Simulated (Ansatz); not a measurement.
`C=C[SiH2]N[SiH3]` + `N#CCCO` → `N#C[SiH2]N[SiH3]` + `C=CCCO`  (formal exchange of groups at the Si–C bond)

Computed with Ansatz on PBE0-D4/def2-TZVP structures; ΔE is electronic, products minus reactants. CCSD(T)/CBS is the MP2 limit (def2-TZVPP, def2-QZVPP) plus CCSD(T) − MP2 in def2-TZVPP, frozen cores. Functionals use def2-TZVPP. One conformer a species, not always the lowest.

`C=C[SiH2]N[SiH3]`:

Cartesian coordinates in Å:
```
C -2.414 0.234 1.662
C -1.129 -0.043 1.459
Si -0.141 0.765 0.109
N 0.500 -0.394 -1.000
Si 2.128 -0.631 -1.518
H -2.944 0.952 1.041
H -2.996 -0.236 2.451
H -0.649 -0.773 2.109
H 1.033 1.495 0.654
H -1.065 1.731 -0.553
H -0.184 -1.010 -1.418
H 2.983 0.308 -0.751
H 2.578 -2.029 -1.270
H 2.300 -0.370 -2.975
```

`N#CCCO`:

Cartesian coordinates in Å:
```
N 0.741 -2.162 -1.736
C 0.707 -1.362 -0.911
C 0.621 -0.339 0.116
C -0.731 0.380 0.091
O -0.826 1.326 1.123
H 1.435 0.378 -0.038
H 0.771 -0.797 1.096
H -0.894 0.828 -0.896
H -1.529 -0.345 0.258
H -0.294 2.093 0.897
```

`N#C[SiH2]N[SiH3]`:

Cartesian coordinates in Å:
```
N -0.056 -3.275 0.973
C -0.320 -2.155 1.015
Si -0.747 -0.343 1.046
N -0.524 0.392 -0.479
Si 0.919 1.124 -1.107
H -2.165 -0.289 1.463
H 0.162 0.266 2.038
H -1.280 0.265 -1.138
H 1.544 0.301 -2.175
H 1.854 1.251 0.037
H 0.613 2.463 -1.673
```

`C=CCCO`:

Cartesian coordinates in Å:
```
C -0.939 0.394 1.399
C 0.356 0.301 1.123
C 0.966 -0.307 -0.102
C -0.002 -0.556 -1.242
O -0.531 0.638 -1.777
H -1.282 0.846 2.322
H -1.707 0.011 0.734
H 1.065 0.698 1.847
H 1.771 0.345 -0.459
H 1.450 -1.252 0.176
H -0.805 -1.233 -0.916
H 0.519 -1.051 -2.064
H -0.859 1.166 -1.043
```

| level | ΔE (kJ/mol) |
| --- | --- |
| PBE | -13.6 |
| MP2/CBS(def2) | -24.1 |

**Question.** What does CCSD(T)/CBS give? (An estimate is asked.)

**Answer.** Ansatz gave: -23.2 kJ/mol. The listed levels differ from it by 9.6, -0.9 kJ/mol.

Largest T1 diagnostic among the species: 0.012.

In def2-TZVPP, CCSD(T) changes the Hartree–Fock value by −7.9 kJ/mol (the triples alone add −1.0 kJ/mol) and MP2 by −8.7 kJ/mol.
